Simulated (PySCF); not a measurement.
The 3-electron isoelectronic series, non-relativistic

All values are computed (PySCF 2.14, energy differences of UHF-based or UKS calculations, no spin-orbit coupling). Each ion has its own even-tempered basis scaled to its charge (18s9p6d6f5g for the first); frozen: nothing. Ionisation energies in eV, correlation energies of the ion in mhartree.

```
  ion  configuration     UHF     LDA     PBE    PBE0  r2SCAN  MP2 (all electrons)  E_corr MP2  NIST (with spin-orbit, Breit and QED)
  C³⁺  [He] 2s1 (2S)  64.355  64.364  64.920  64.840  64.360               64.461       -46.5                                 64.494
  O⁵⁺  [He] 2s1 (2S)  137.88  137.71  138.62  138.50  137.80               138.01       -47.9                             138.12 (s)
 Ne⁷⁺  [He] 2s1 (2S)  238.65  238.25  239.56  239.40  238.46               238.78       -48.9                             239.10 (s)
 Mg⁹⁺  [He] 2s1 (2S)  366.64  366.01  367.71  367.51  366.34               366.78       -49.5                             367.49 (t)
Si¹¹⁺  [He] 2s1 (2S)  521.85  520.96  523.09  522.85  521.43               522.00       -50.0                             523.41 (t)
 S¹³⁺  [He] 2s1 (2S)  704.27  703.12  705.68  705.39  703.72               704.42       -50.2                             706.99 (t)
Ar¹⁵⁺  [He] 2s1 (2S)  913.91  912.49  915.48  915.15  913.23               914.06       -50.5                             918.38 (t)
Ca¹⁷⁺  [He] 2s1 (2S)  1150.8  1149.1  1152.5  1152.1  1150.0               1150.9       -50.7                             1157.7 (t)
Ti¹⁹⁺  [He] 2s1 (2S)  1414.8  1412.8  1416.7  1416.3  1413.9               1415.0       -50.9                             1425.3 (t)
Cr²¹⁺  [He] 2s1 (2S)  1706.1  1703.8  1708.2  1707.7  1705.0               1706.3       -51.0                             1721.2 (t)
```

Each ion has its own basis, which adds noise of up to about 0.1 % along the series.

NIST values marked (s) are semi-empirical, (t) theoretical. Open shells are high-spin determinants of the terms that Hund's rules give.

All relativistic terms are absent from the calculated values; where these lie close to NIST, scalar and spin-orbit shifts of opposite sign can cancel.
